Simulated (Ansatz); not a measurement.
Reaction (formal exchange of groups at a Ga–Cl bond): `C[O][Ga]([F])[Cl]` + CH₄ → `C[O][Ga]([CH3])[F]` + HCl

Gas-phase electronic energies from Ansatz, PBE0-D4/def2-TZVP geometries. CCSD(T)/CBS is the MP2 limit (def2-TZVPP, def2-QZVPP) plus CCSD(T) − MP2 in def2-TZVPP, frozen cores. This one scheme is used for every species. DFT in def2-TZVPP. HSE06 is defined as in plane-wave codes. For Ga outer-core shells are correlated without core-valence functions, which leaves a few kJ/mol of doubt a bond. Scalar relativity is left out up to krypton. One conformer a species, not always the lowest.

```
       level  ΔE (kJ/mol)  difference from CCSD(T)/CBS
      B97M-V        121.8                         13.2
  r2SCANh-D4        117.7                          9.1
    HSE06-D4        112.7                          4.1
CAM-B3LYP-D4        113.4                          4.8
     ωB97X-V        115.0                          6.4
        BLYP        112.4                          3.8
        PBE0        113.1                          4.5
   CAM-B3LYP        114.2                          5.6
 HF/def2-SVP        140.4                         31.8
HF/CBS(def2)        135.8                         27.2
 CCSD(T)/CBS        108.6                            0
```

Largest T1 diagnostic among the species: 0.014.

From BLYP to BHLYP (50 % exact exchange), in def2-TZVPP and without D4, ΔE moves by +9.7 kJ/mol. At CCSD(T), def2-SVP lies +17.9 kJ/mol from the extrapolated value and def2-TZVPP +3.9 kJ/mol. Leaving LDA and LC-ωPBE aside and taking each functional with its dispersion term where it has one, the values, not all of them listed here, spread over 14.1 kJ/mol, from PBE-D4 to B97M-V. LDA lies −8.6 kJ/mol from PBE without D4.

CCSD(T)/CBS has its own doubt, a few kJ/mol and more with outer-core shells, so smaller differences from it don't rank the levels.
